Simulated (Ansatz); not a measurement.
Relaxation of WSe₂⁻ with UKS PBE-D4/def2-TZVPD.

```sh
$ ansatz run in.yaml --threads 4 --pin off --events-out ev --progress --plain --max-ram 3916MiB
```

```yaml
crystal:
  periodic: [false, false, false]
  atoms:
    - {symbol: W, position_ang: [-0.395730, -0.655430, 0.004170]}
    - {symbol: Se, position_ang: [1.909300, -0.707450, -0.163200]}
    - {symbol: Se, position_ang: [-1.513580, 1.362870, 0.159030]}
basis:
  gaussian: {orbitals: def2-TZVPD}
total_charge: -1
magnetization: {spin_polarized: true, initial_magnetization: 1}
hamiltonian: {xc: pbe, dispersion: d4}
scf: {lower_state_search: "off"}
output: {orbitals: {seedname: orbitals}}
relax: {f_tol: 0.02, max_steps: 100}
```

Hardware: 4 threads of Arm Neoverse V1 on a shared host. Wall time 9.5 s.

Positions (Å) and forces (eV/Å) at steps 1, 2, 3, 4 of 4:

```xyz
3
step=1 energy=-132509.6618 eV
W    -0.396   -0.655    0.004    0.271    0.469   -0.002
Se    1.909   -0.707   -0.163   -0.245   -0.165    0.011
Se   -1.514    1.363    0.159   -0.026   -0.304   -0.009
3
step=2 energy=-132509.6892 eV
W    -0.350   -0.578    0.004   -0.076   -0.136    0.000
Se    1.933   -0.774   -0.167    0.209   -0.037   -0.016
Se   -1.583    1.352    0.164   -0.133    0.173    0.016
3
step=3 energy=-132509.6920 eV
W    -0.344   -0.570    0.004   -0.016   -0.031    0.000
Se    1.944   -0.787   -0.169    0.058   -0.015   -0.005
Se   -1.600    1.356    0.165   -0.042    0.046    0.005
3
step=4 energy=-132509.6924 eV
W    -0.340   -0.562    0.004    0.002    0.004    0.000
Se    1.951   -0.796   -0.169   -0.004    0.000    0.000
Se   -1.611    1.358    0.166    0.001   -0.003    0.000
```

In the def2 sets W takes a core potential; there is no spin–orbit coupling. The charge -1 doublet is spin-contaminated (final ⟨S²⟩ up to 1.45, 0.75 for a pure state). The relaxation made no stability test and no search for a lower SCF solution. At PBE-D4/def2-TZVPD a quartet of charge -1 lies 0.37 eV below the doublet, each at its own geometry. The structure comes from a short search, and lower isomers may exist.
